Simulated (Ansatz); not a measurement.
Relaxation of `C=CCCCCCCCCC[Si](Cl)(Cl)Cl` with RKS PBE-D4/def2-SVP.

```sh
$ ansatz run in.yaml --threads 2 --pin off --events-out ev --progress --plain --max-ram 32768MiB --backend cuda --devices 0, --max-vram 18GiB
```

```yaml
crystal:
  periodic: [false, false, false]
  atoms:
    - {symbol: C, position_ang: [-5.431320, -1.496000, 1.527020]}
    - {symbol: C, position_ang: [-4.681670, -0.661790, 0.831800]}
    - {symbol: C, position_ang: [-4.310470, 0.713030, 1.289040]}
    - {symbol: C, position_ang: [-2.818740, 0.838420, 1.628730]}
    - {symbol: C, position_ang: [-1.905210, 0.712350, 0.412420]}
    - {symbol: C, position_ang: [-0.440460, 0.950960, 0.774840]}
    - {symbol: C, position_ang: [0.465920, 0.809500, -0.445610]}
    - {symbol: C, position_ang: [1.940790, 1.004970, -0.101770]}
    - {symbol: C, position_ang: [2.852440, 0.991710, -1.329850]}
    - {symbol: C, position_ang: [2.798580, -0.289990, -2.160940]}
    - {symbol: C, position_ang: [3.137130, -1.566030, -1.381020]}
    - {symbol: Si, position_ang: [4.898030, -1.652200, -0.648540]}
    - {symbol: Cl, position_ang: [6.246630, -1.012410, -2.016280]}
    - {symbol: Cl, position_ang: [5.116300, -0.561550, 1.044010]}
    - {symbol: Cl, position_ang: [5.303410, -3.584810, -0.180230]}
    - {symbol: H, position_ang: [-5.841620, -1.221180, 2.485600]}
    - {symbol: H, position_ang: [-5.674930, -2.482050, 1.168830]}
    - {symbol: H, position_ang: [-4.287430, -0.961360, -0.130000]}
    - {symbol: H, position_ang: [-4.892820, 0.963360, 2.178200]}
    - {symbol: H, position_ang: [-4.556550, 1.433830, 0.504290]}
    - {symbol: H, position_ang: [-2.650720, 1.812510, 2.095190]}
    - {symbol: H, position_ang: [-2.557250, 0.070880, 2.360480]}
    - {symbol: H, position_ang: [-2.003170, -0.284000, -0.022770]}
    - {symbol: H, position_ang: [-2.210500, 1.437280, -0.346560]}
    - {symbol: H, position_ang: [-0.329530, 1.950740, 1.201160]}
    - {symbol: H, position_ang: [-0.135980, 0.232690, 1.540100]}
    - {symbol: H, position_ang: [0.311570, -0.181800, -0.875840]}
    - {symbol: H, position_ang: [0.171360, 1.546270, -1.196770]}
    - {symbol: H, position_ang: [2.257470, 0.238930, 0.607200]}
    - {symbol: H, position_ang: [2.062240, 1.968830, 0.398080]}
    - {symbol: H, position_ang: [3.880290, 1.160920, -1.003910]}
    - {symbol: H, position_ang: [2.575170, 1.825880, -1.978270]}
    - {symbol: H, position_ang: [1.800320, -0.400910, -2.587840]}
    - {symbol: H, position_ang: [3.497380, -0.187260, -2.993680]}
    - {symbol: H, position_ang: [2.401690, -1.706160, -0.587720]}
    - {symbol: H, position_ang: [3.011650, -2.413550, -2.059370]}
basis:
  gaussian: {orbitals: def2-SVP}
hamiltonian: {xc: pbe, dispersion: d4}
scf: {lower_state_search: "off"}
output: {orbitals: {seedname: orbitals}}
relax: {f_tol: 0.03, max_steps: 70}
```

It took 24 s on 2 threads of AMD EPYC 7R13 on a shared host and a share (18 GiB) of an NVIDIA H100 80GB HBM3, peak host memory 1 GiB.

Positions (Å) and forces (eV/Å) at steps 1, 2, 3, 4, 5, 7 of 7:

```xyz
36
step=1 energy=-57142.0545 eV
C    -5.431   -1.496    1.527   -0.379   -0.544    0.239
C    -4.682   -0.662    0.832    0.363    1.060   -0.128
C    -4.310    0.713    1.289    0.430   -0.482    0.162
C    -2.819    0.838    1.629   -0.321    0.017   -0.780
C    -1.905    0.712    0.412    0.312    0.210    1.000
C    -0.440    0.951    0.775   -0.353   -0.265   -0.989
C     0.466    0.809   -0.446    0.416    0.207    0.974
C     1.941    1.005   -0.102   -0.233    0.002   -0.855
C     2.852    0.992   -1.330   -0.347   -0.451    0.195
C     2.799   -0.290   -2.161    0.339    0.142    0.624
C     3.137   -1.566   -1.381    0.620    0.567   -0.130
Si    4.898   -1.652   -0.649   -1.501   -0.190   -0.557
Cl    6.247   -1.012   -2.016    0.643    0.337   -0.652
Cl    5.116   -0.562    1.044    0.103    0.560    0.817
Cl    5.303   -3.585   -0.180    0.213   -0.863    0.204
H    -5.842   -1.221    2.486   -0.339    0.263    0.800
H    -5.675   -2.482    1.169   -0.168   -0.828   -0.307
H    -4.287   -0.961   -0.130    0.271   -0.315   -0.731
H    -4.893    0.963    2.178   -0.404    0.201    0.427
H    -4.557    1.434    0.504   -0.169    0.490   -0.394
H    -2.651    1.813    2.095    0.137    0.521    0.327
H    -2.557    0.071    2.360    0.168   -0.375    0.496
H    -2.003   -0.284   -0.023   -0.090   -0.556   -0.353
H    -2.211    1.437   -0.347   -0.201    0.363   -0.510
H    -0.330    1.951    1.201    0.106    0.561    0.327
H    -0.136    0.233    1.540    0.205   -0.358    0.504
H     0.312   -0.182   -0.876   -0.128   -0.560   -0.364
H     0.171    1.546   -1.197   -0.204    0.362   -0.535
H     2.257    0.239    0.607    0.207   -0.404    0.512
H     2.062    1.969    0.398    0.088    0.494    0.386
H     3.880    1.161   -1.004    0.632    0.220    0.125
H     2.575    1.826   -1.978   -0.059    0.537   -0.364
H     1.800   -0.401   -2.588   -0.543   -0.109   -0.339
H     3.497   -0.187   -2.994    0.314    0.032   -0.540
H     2.402   -1.706   -0.588   -0.279   -0.224    0.645
H     3.012   -2.414   -2.059    0.147   -0.622   -0.237
36
step=2 energy=-57142.3418 eV
C    -5.497   -1.529    1.532   -0.029   -0.140    0.005
C    -4.747   -0.662    0.839    0.157    0.255    0.104
C    -4.363    0.709    1.320    0.126   -0.132   -0.075
C    -2.863    0.858    1.645    0.023   -0.052   -0.167
C    -1.926    0.728    0.440    0.095    0.038    0.144
C    -0.447    0.962    0.767   -0.079   -0.039   -0.147
C     0.483    0.829   -0.442    0.025    0.051    0.192
C     1.967    1.040   -0.125   -0.133   -0.029   -0.170
C     2.890    1.011   -1.352   -0.156   -0.196    0.117
C     2.850   -0.287   -2.173    0.080    0.020    0.186
C     3.171   -1.580   -1.398    0.299    0.160    0.039
Si    4.907   -1.709   -0.662   -0.231    0.037   -0.111
Cl    6.289   -1.029   -2.055    0.003   -0.050    0.067
Cl    5.130   -0.575    1.067    0.018   -0.079   -0.044
Cl    5.338   -3.686   -0.187   -0.028    0.158   -0.035
H    -5.922   -1.263    2.507   -0.076    0.073    0.208
H    -5.706   -2.540    1.165   -0.073   -0.158   -0.115
H    -4.335   -0.964   -0.135    0.049   -0.119   -0.196
H    -4.957    0.958    2.218   -0.093    0.065    0.139
H    -4.622    1.454    0.542   -0.083    0.165   -0.115
H    -2.698    1.846    2.116    0.010    0.163    0.108
H    -2.589    0.099    2.402    0.063   -0.097    0.178
H    -2.031   -0.277   -0.007   -0.050   -0.180   -0.131
H    -2.239    1.450   -0.339   -0.074    0.107   -0.187
H    -0.328    1.970    1.208    0.048    0.183    0.134
H    -0.131    0.244    1.549    0.075   -0.104    0.182
H     0.333   -0.173   -0.885   -0.036   -0.184   -0.147
H     0.173    1.558   -1.216   -0.078    0.101   -0.191
H     2.295    0.283    0.610    0.087   -0.109    0.170
H     2.089    2.016    0.379    0.045    0.157    0.119
H     3.928    1.205   -1.025    0.166    0.064    0.051
H     2.617    1.850   -2.019   -0.008    0.133   -0.143
H     1.848   -0.405   -2.624   -0.159   -0.037   -0.103
H     3.555   -0.189   -3.018    0.103   -0.018   -0.140
H     2.452   -1.746   -0.575   -0.086   -0.062    0.153
H     3.080   -2.456   -2.068    0.001   -0.143   -0.080
36
step=3 energy=-57142.3629 eV
C    -5.491   -1.541    1.530   -0.144   -0.078   -0.122
C    -4.727   -0.668    0.848   -0.083    0.070   -0.042
C    -4.354    0.708    1.330    0.100   -0.071    0.073
C    -2.853    0.868    1.652   -0.017    0.022   -0.043
C    -1.926    0.731    0.439    0.031    0.014    0.083
C    -0.448    0.963    0.770   -0.035   -0.022   -0.084
C     0.473    0.827   -0.447    0.037    0.016    0.070
C     1.955    1.042   -0.125   -0.015   -0.022   -0.065
C     2.882    1.005   -1.350    0.001   -0.002    0.014
C     2.850   -0.293   -2.173   -0.045   -0.027    0.017
C     3.176   -1.584   -1.397    0.117    0.049    0.015
Si    4.905   -1.692   -0.672    0.019   -0.025    0.019
Cl    6.313   -1.030   -2.050   -0.070   -0.007    0.052
Cl    5.143   -0.583    1.070   -0.020   -0.021   -0.064
Cl    5.341   -3.664   -0.198   -0.020    0.025   -0.016
H    -5.912   -1.284    2.518    0.022   -0.006   -0.023
H    -5.772   -2.525    1.109    0.136    0.104    0.098
H    -4.339   -0.961   -0.146   -0.026   -0.023    0.036
H    -4.949    0.954    2.235   -0.005   -0.005   -0.007
H    -4.628    1.460    0.555   -0.013   -0.033    0.012
H    -2.695    1.867    2.116    0.008   -0.007   -0.006
H    -2.568    0.120    2.425   -0.002    0.024   -0.012
H    -2.039   -0.281   -0.012   -0.002    0.016    0.005
H    -2.244    1.451   -0.350    0.003   -0.012    0.008
H    -0.323    1.976    1.218    0.002   -0.015   -0.003
H    -0.127    0.244    1.558   -0.004    0.012   -0.009
H     0.322   -0.181   -0.896   -0.001    0.012   -0.001
H     0.157    1.553   -1.232    0.002   -0.014    0.007
H     2.288    0.289    0.624   -0.003    0.010   -0.003
H     2.078    2.025    0.380    0.003   -0.010   -0.006
H     3.924    1.208   -1.018   -0.002   -0.001   -0.010
H     2.616    1.845   -2.030    0.010   -0.006    0.005
H     1.847   -0.419   -2.635    0.013    0.016   -0.005
H     3.562   -0.197   -3.020   -0.007   -0.001    0.009
H     2.464   -1.763   -0.561    0.015    0.002   -0.017
H     3.097   -2.470   -2.065   -0.007    0.016    0.015
36
step=4 energy=-57142.3662 eV
C    -5.510   -1.532    1.516    0.081   -0.198    0.000
C    -4.743   -0.657    0.841    0.018    0.014    0.012
C    -4.356    0.711    1.336   -0.042    0.022   -0.012
C    -2.853    0.869    1.653   -0.014   -0.018   -0.018
C    -1.927    0.730    0.440    0.009    0.003    0.024
C    -0.449    0.960    0.768   -0.013   -0.008   -0.027
C     0.472    0.824   -0.449    0.015    0.003    0.017
C     1.955    1.040   -0.128    0.002   -0.003   -0.016
C     2.884    1.005   -1.351    0.004    0.015   -0.007
C     2.852   -0.293   -2.174   -0.020   -0.018    0.000
C     3.180   -1.581   -1.397    0.036    0.011    0.002
Si    4.905   -1.694   -0.669    0.015   -0.003    0.004
Cl    6.309   -1.029   -2.043   -0.017    0.002    0.014
Cl    5.139   -0.584    1.070   -0.011   -0.006   -0.014
Cl    5.335   -3.666   -0.199   -0.009   -0.006   -0.003
H    -5.926   -1.284    2.509   -0.008    0.005   -0.046
H    -5.720   -2.547    1.126   -0.026    0.200    0.025
H    -4.340   -0.955   -0.146   -0.014   -0.010    0.041
H    -4.948    0.953    2.244    0.008   -0.010   -0.013
H    -4.632    1.469    0.566    0.004   -0.004    0.022
H    -2.693    1.869    2.117   -0.010   -0.021   -0.015
H    -2.567    0.122    2.428   -0.003    0.019   -0.018
H    -2.044   -0.281   -0.011    0.002    0.024    0.013
H    -2.245    1.450   -0.349    0.007   -0.017    0.019
H    -0.321    1.972    1.218   -0.002   -0.024   -0.012
H    -0.128    0.241    1.556   -0.007    0.015   -0.019
H     0.322   -0.183   -0.900    0.003    0.022    0.011
H     0.155    1.550   -1.234    0.007   -0.017    0.019
H     2.289    0.288    0.623   -0.009    0.016   -0.017
H     2.078    2.023    0.378   -0.004   -0.019   -0.011
H     3.925    1.208   -1.019   -0.019   -0.007   -0.009
H     2.619    1.845   -2.032    0.006   -0.013    0.017
H     1.850   -0.419   -2.639    0.023    0.009    0.009
H     3.566   -0.197   -3.021   -0.013    0.001    0.015
H     2.468   -1.761   -0.561    0.008    0.002   -0.022
H     3.101   -2.468   -2.064   -0.007    0.016    0.015
36
step=5 energy=-57142.3690 eV
C    -5.502   -1.537    1.521   -0.024   -0.068   -0.027
C    -4.739   -0.660    0.845    0.016    0.029    0.013
C    -4.356    0.709    1.338    0.005   -0.011   -0.005
C    -2.854    0.869    1.653    0.001   -0.002   -0.011
C    -1.928    0.730    0.441    0.008    0.001    0.009
C    -0.448    0.960    0.765   -0.008   -0.003   -0.012
C     0.473    0.825   -0.450    0.003    0.002    0.010
C     1.956    1.041   -0.131   -0.006    0.001   -0.010
C     2.885    1.006   -1.353   -0.009   -0.003    0.001
C     2.854   -0.292   -2.175   -0.001   -0.008    0.008
C     3.182   -1.580   -1.397    0.025    0.012    0.001
Si    4.905   -1.697   -0.666   -0.009    0.008   -0.009
Cl    6.307   -1.028   -2.040    0.004   -0.002    0.008
Cl    5.136   -0.585    1.071   -0.004   -0.007   -0.001
Cl    5.332   -3.669   -0.197   -0.005    0.004   -0.002
H    -5.929   -1.285    2.508    0.010    0.000   -0.006
H    -5.736   -2.537    1.118    0.011    0.064    0.016
H    -4.339   -0.957   -0.142   -0.005   -0.013    0.011
H    -4.948    0.950    2.247    0.003   -0.004    0.001
H    -4.635    1.466    0.569   -0.005    0.002    0.006
H    -2.694    1.868    2.116   -0.002   -0.001   -0.003
H    -2.567    0.123    2.427    0.001    0.007    0.002
H    -2.044   -0.281   -0.010   -0.002    0.003   -0.001
H    -2.246    1.450   -0.348    0.000   -0.004   -0.001
H    -0.321    1.971    1.215    0.002   -0.003    0.002
H    -0.127    0.242    1.553    0.000    0.003    0.000
H     0.323   -0.183   -0.900    0.000    0.002   -0.002
H     0.157    1.550   -1.235   -0.001   -0.004   -0.001
H     2.290    0.289    0.619    0.000    0.004   -0.001
H     2.079    2.023    0.375   -0.001   -0.002    0.001
H     3.926    1.209   -1.021   -0.004    0.000   -0.001
H     2.620    1.846   -2.033    0.003   -0.001    0.002
H     1.852   -0.418   -2.639    0.005    0.000    0.001
H     3.567   -0.197   -3.021   -0.002    0.000    0.001
H     2.469   -1.758   -0.563   -0.003   -0.004   -0.003
H     3.101   -2.466   -2.063   -0.005    0.000    0.004
36
step=7 energy=-57142.3697 eV
C    -5.510   -1.536    1.517    0.005    0.004   -0.003
C    -4.737   -0.658    0.853   -0.008   -0.013   -0.003
C    -4.352    0.707    1.354    0.000    0.011    0.005
C    -2.848    0.870    1.655    0.001    0.000    0.008
C    -1.929    0.728    0.438   -0.004   -0.003   -0.010
C    -0.450    0.958    0.757    0.007    0.000    0.005
C     0.471    0.822   -0.459   -0.008   -0.003   -0.011
C     1.952    1.043   -0.139    0.003    0.002    0.007
C     2.884    1.009   -1.358    0.004    0.003   -0.003
C     2.859   -0.291   -2.177   -0.003   -0.001   -0.007
C     3.188   -1.576   -1.396    0.002   -0.002    0.003
Si    4.907   -1.696   -0.658   -0.015    0.000   -0.003
Cl    6.320   -1.024   -2.018    0.002    0.001    0.008
Cl    5.124   -0.596    1.088    0.001   -0.001   -0.002
Cl    5.320   -3.673   -0.199    0.007   -0.001    0.002
H    -5.937   -1.291    2.504   -0.001    0.002    0.000
H    -5.749   -2.527    1.101    0.000   -0.002    0.000
H    -4.337   -0.952   -0.135    0.000    0.002    0.002
H    -4.935    0.938    2.270    0.003   -0.002   -0.001
H    -4.642    1.470    0.595   -0.001   -0.002    0.002
H    -2.687    1.871    2.114   -0.001   -0.001   -0.002
H    -2.553    0.127    2.430    0.001    0.002    0.000
H    -2.048   -0.284   -0.010    0.001   -0.001    0.002
H    -2.251    1.444   -0.352   -0.001    0.002    0.003
H    -0.320    1.969    1.206   -0.002    0.001   -0.002
H    -0.126    0.241    1.545    0.000   -0.001    0.000
H     0.322   -0.186   -0.908    0.003   -0.004    0.003
H     0.152    1.544   -1.246    0.001    0.005    0.003
H     2.286    0.294    0.614   -0.001    0.002    0.001
H     2.070    2.027    0.366    0.002   -0.002   -0.003
H     3.924    1.213   -1.022   -0.002    0.002   -0.002
H     2.621    1.847   -2.040    0.003   -0.002    0.001
H     1.859   -0.421   -2.643   -0.003    0.003   -0.001
H     3.573   -0.195   -3.022    0.005   -0.001    0.003
H     2.472   -1.753   -0.564    0.001   -0.003   -0.002
H     3.108   -2.464   -2.059   -0.002    0.000   -0.003
```
